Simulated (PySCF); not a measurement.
**1,2,4,5-tetrafluorobenzene: full NMR table**

```yaml
Formula: C6H2F4
SMILES: Fc1cc(F)c(F)cc1F
Point_group_of_the_computed_structure: D2h
Degrees_of_unsaturation: 4
Carbon_signals: 2
Proton_signals: 1
```

Mapped SMILES: `[F:1][c:2]1[cH:3][c:4]([F:5])[c:6]([F:7])[cH:8][c:9]1[F:10]`. Hydrogens are named by the atom that carries them.

- GIAO KT3/pcSseg-1 shieldings
- spin–spin couplings from B3LYP/pcJ-1 (spin–dipole term only in couplings to heteroatoms)
- structure optimised with PBE0-D3(BJ)/def2-SVP
- run in PySCF 2.14
- one conformer, gas phase, one averaged value for each set of equivalent atoms, relativity neglected

Chemical shifts δ = σref − σ; 1H and 13C against TMS; CFCl3 for 19F, all at this level.

```tsv
carbon	δC, type	δH (multiplicity, J in Hz)	HMBC from (abs. J ≥ 3 Hz)	span of the C tensor (ppm)
C2/C4/C6/C9	142.9, C	–	H(C3)/H(C8)	95
C3/C8	100.4, CH	6.69 (m)	–	131
```

Other nuclei:
```tsv
atoms	nucleus	environment	δ (ppm)	σ (ppm)
F1/F5/F7/F10	19F	aryl fluorine	-155.2	304.6
```

Selected couplings (Hz, signed; the shortest-range and largest first, 30 at most; isotopes 19F, 13C, 1H): 1J(F1,C2) -317.0, 1J(C3,H(C3)) 173.6, 2J(F1,C3) 19.2, 2J(F1,C9) 11.5, 3J(F1,H(C3)) 10.3, 3J(F1,C4) 4.3, 4J(F1,H(C8)) 7.4, 4J(F1,C6) 6.4.

Carbon types of the structure: 4 × C, 2 × CH, which accounts for all hydrogens. δC 142.9: aromatic carbon bearing fluorine; the electronegative substituent deshields the carbon that carries it. δC 100.4: aromatic CH. δH 6.69: hydrogen on an aromatic CH; ring-current deshielding.

C–F couplings over four or more bonds (about 3 Hz to the para carbon of a fluoroarene) are left out. Common functionals overestimate the size of one-bond C–F couplings by tens of Hz; these are unscaled. Multiplet labels drop couplings under 1 Hz and merge nearly equal ones. Couplings among chemically equivalent protons are left out too, so labels in AA′BB′ or AA′XX′ sets are apparent multiplicities. Shifts are as computed, not scaled to solution data. Of 1211 compounds with measured shifts, 218 miss one by over three times the rms of a fit or turn the order of signals round; such compounds aren't used in these exercises. Unscaled 19F shifts against computed CFCl3 carry errors that often reach 10 to 50 ppm.
